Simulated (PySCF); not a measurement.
C₃H₇, doublet, geometry from GFN2-xTB. Base run: HF/6-311G** run with PySCF.

Input for PySCF:
```python
from pyscf import gto, scf

mol = gto.Mole()
mol.atom = '''
    C     1.274992    0.320263    0.118606
    C     0.099091   -0.448930   -0.322039
    C    -1.217253    0.123934    0.189649
    H     2.261869   -0.004125   -0.148030
    H     1.164059    1.216803    0.694388
    H     0.073189   -0.493377   -1.422404
    H     0.195780   -1.495648    0.003741
    H    -1.229333    0.132314    1.277163
    H    -2.057554   -0.472014   -0.159490
    H    -1.348993    1.144447   -0.162661
'''
mol.basis = '6-311g**'
mol.charge = 0
mol.spin = 1
mol.verbose = 4
mol.build()

mf = scf.UHF(mol)
mf.kernel()
mf.analyze()
```

Variants of this job, named by their change:

```tsv
change	ΔE vs base (mEh)	fitting functions	dipole (D)
base	0.000	-	0.15
exchange = seminumerical (SGX) (with mf = sgx.sgx_fit(mf, auxbasis='def2-universal-jfit'); with mf.with_df.dfj = True)	-0.194	224	0.15
auxbasis = def2-universal-jkfit	0.014	351	0.15
auxbasis = even-tempered beta=3.0	-0.032	413	0.15
auxbasis = cc-pvdz-jkfit	0.054	371	0.15
auxbasis = autoaux	0.063	588	0.15
auxbasis = cc-pvtz-ri	-0.060	453	0.15
auxbasis = cc-pvtz-jkfit	0.018	447	0.15
auxbasis = def2-tzvp-ri	-0.033	333	0.15
auxbasis = def2-svp-ri	-1.757	242	0.15
```

A fitting set is made for a task (jfit for Coulomb, jkfit for Coulomb and exchange, ri for correlation) and for a family of orbital bases.

Open shells are given as the SCF converged; they aren't shown to be the lowest states, and a large step between rows can be another state.
